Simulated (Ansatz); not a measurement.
Consider the isomerisation: `BBCOC` → `BC(B)(C)O`.

Gas-phase electronic energies from Ansatz, PBE0-D4/def2-TZVP geometries. CCSD(T)/CBS adds triple-zeta CCSD(T) − MP2 to the extrapolated MP2 energy (def2 sets, frozen cores). DFT in def2-TZVPP. B3LYP here is the variant with VWN-RPA as its local correlation; programs differ in this. Each species was taken in one conformer, which may not be the lowest.

`BBCOC`:

Z-matrix (Å, degrees):
```
C
B 1 1.558
O 1 1.406 2 113.9
H 1 1.107 2 108.5 3 -123.7
H 1 1.107 2 108.6 3 123.8
B 2 1.638 1 127.8 3 180.0
H 2 1.206 1 117.3 3 0.0
C 3 1.400 1 112.5 2 -180.0
H 6 1.200 2 122.0 1 -92.3
H 6 1.200 2 122.1 1 92.3
H 8 1.100 3 111.6 1 60.5
H 8 1.091 3 107.7 1 180.0
H 8 1.100 3 111.6 1 -60.6
```

`BC(B)(C)O`:

```xyz
13

B     0.535   -1.471    0.710
C     0.364    0.003    0.412
B     0.142    0.080   -1.142
C    -1.077    0.568    0.211
O     1.234    0.932    1.002
H     1.592   -1.884    1.083
H    -0.370   -2.222    0.491
H    -0.356   -0.796   -1.777
H     0.640    1.029   -1.680
H    -1.139    1.496    0.773
H    -1.860   -0.143    0.455
H    -1.292    0.899   -0.855
H     1.587    1.506    0.316
```

(1) Is it downhill or uphill in electronic energy at CCSD(T)/CBS, and by how much? (Estimate.)

(2) What do these levels give: PBE-D4, r2SCAN-D4, PBE0-D4, B3LYP-D4, ωB97X-V, ωB97M-V, B2PLYP, CCSD/def2-TZVPP, HF/def2-QZVPP, MP2/def2-QZVPP, SCS-MP2/def2-QZVPP, HF/CBS(def2)? (Estimate.)

Largest T1 diagnostic among the species: 0.012.

Answers

(1) Ansatz gave: Downhill: ΔE = -14.8 kcal/mol.

(2) Ansatz gave: PBE-D4 -15.5, r2SCAN-D4 -14.4, PBE0-D4 -15.2, B3LYP-D4 -10.3, ωB97X-V -12.3, ωB97M-V -15.1, B2PLYP -11.5, CCSD/def2-TZVPP -11.9, HF/def2-QZVPP -1.1, MP2/def2-QZVPP -18.5, SCS-MP2/def2-QZVPP -14.1, HF/CBS(def2) -1.1 kcal/mol.

In def2-TZVPP, CCSD(T) changes the Hartree–Fock value by −13.1 kcal/mol (the triples alone add −2.2 kcal/mol) and MP2 by −17.0 kcal/mol. The D4 term adds −1.8 kcal/mol with B3LYP and −0.9 kcal/mol with PBE0; it sums over pairs of atoms, weighted by their polarisabilities, and B3LYP, whose exchange is more repulsive, gets the larger term.
